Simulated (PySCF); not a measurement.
# Reading the logs of faulty runs: AlC2H8N

These are calculations, not measurements. They come from PySCF 2.14.0, an open-source quantum chemistry program, on an isolated molecule that a program drew, which may never have been made. The molecule is AlC2H8N (charge 0, singlet), drawn as the SMILES string `C[CH](N)[AlH2]`.

Each row is a Hartree-Fock (HF) and frozen-core CCSD(T) single point in the cc-pV(D+d)Z basis, meant for a local HF minimum. Run 1 is clean. Each other run has one planted mistake out of seven kinds, and not every kind appears here: one electron removed, one electron added, multiplicity raised by two, geometry at a saddle point, minimal basis STO-3G, one bond length entered in bohr, all coordinates scaled. The reference is restricted for singlets and unrestricted otherwise, and also for a bond in bohr. Adding or removing an electron swaps singlet and doublet. Electrons count all cores. HOMO and LUMO are orbital energies over both spins, the gradient is its largest component, and the lowest frequency (negative if imaginary) is given only where the gradient is small. Bond lengths are over the 11 bonds as drawn. T1 is the CCSD diagnostic: over 0.02 (restricted) or 0.045 (unrestricted) a single reference is doubtful.

Geometry of the clean run:
```xyz
12
AlC2H8N, angstrom
C     0.3243    0.9348   -1.5684
C     0.1262   -0.4887   -1.0294
N     1.2487   -0.8087   -0.1200
Al   -0.2466   -1.8419   -2.4522
H    -0.5377    1.2664   -2.1543
H     1.2067    1.0054   -2.2147
H     0.4734    1.6360   -0.7432
H    -0.7706   -0.4498   -0.3942
H     2.0972   -0.9435   -0.6466
H     1.0863   -1.6842    0.3491
H    -1.4380   -1.6523   -3.4831
H     0.6558   -3.1452   -2.5388
```

| run | electrons | basis functions | <S^2> | HOMO (eV) | LUMO (eV) | gradient (hartree/bohr) | lowest frequency (cm^-1) | mean bond (Å) | longest bond (Å) | T1 | HF (hartree) | CCSD(T) (hartree) | mistake |
|---|---|---|---|---|---|---|---|---|---|---|---|---|---|
| 1 | 40 | 105 | 0.000 | -9.06 | 1.22 | 4.5e-05 | 56 | 1.3258 | 1.999 | 0.0095 | -376.73389 | -377.33724 | no fault |
| 2 | 40 | 105 | 2.033 | -4.66 | -1.05 | 1.0e-01 | - | 1.3258 | 1.999 | 0.0168 | -376.60671 | -377.21113 | multiplicity raised by two |
| 3 | 40 | 32 | 0.000 | -6.78 | 8.57 | 3.9e-02 | - | 1.3258 | 1.999 | 0.0060 | -372.19398 | -372.43612 | minimal basis STO-3G |
| 4 | 39 | 105 | 0.770 | -15.99 | -5.56 | 6.5e-02 | - | 1.3258 | 1.999 | 0.0326 | -376.46307 | -377.04267 | one electron removed |
| 5 | 40 | 105 | 0.849 | -9.52 | 1.09 | 1.7e-02 | - | 1.4072 | 1.999 | 0.0446 | -376.61830 | -377.20699 | ? |
| 6 | 41 | 105 | 0.766 | 0.36 | 7.45 | 1.0e-02 | - | 1.3258 | 1.999 | 0.0109 | -376.70445 | -377.32371 | ? |

**Which mistake was planted in run 5, and what did it cost?**

The mean bond changes by a factor of 1.061 and the longest by 1.000, so the molecule wasn't scaled as a whole. A length L in bohr read as angstrom grows by (1/0.5292 - 1) L = 0.890 L. The 11 bonds together grew by 11 x 0.0814 = 0.895 Å, which gives L = 1.006 Å. That is the length of one of the H-N bonds, 1.006 Å in the clean geometry. So the mistake is: one bond length entered in bohr. Subtracting run 1 and multiplying by 627.51 kcal/mol a hartree, the energy moved by 72.5 kcal/mol in HF and 81.7 kcal/mol in CCSD(T).

**Which mistake was planted in run 6, and what did it cost?**

It counts 41 electrons, one more than the clean run, at the same geometry and basis. So the mistake is: one electron added. Subtracting run 1 and multiplying by 627.51 kcal/mol a hartree, the energy moved by 18.5 kcal/mol in HF and 8.5 kcal/mol in CCSD(T).

Cautions from the logs. Run 6: the HOMO is above zero, so the electron isn't bound and the energy depends on the basis.
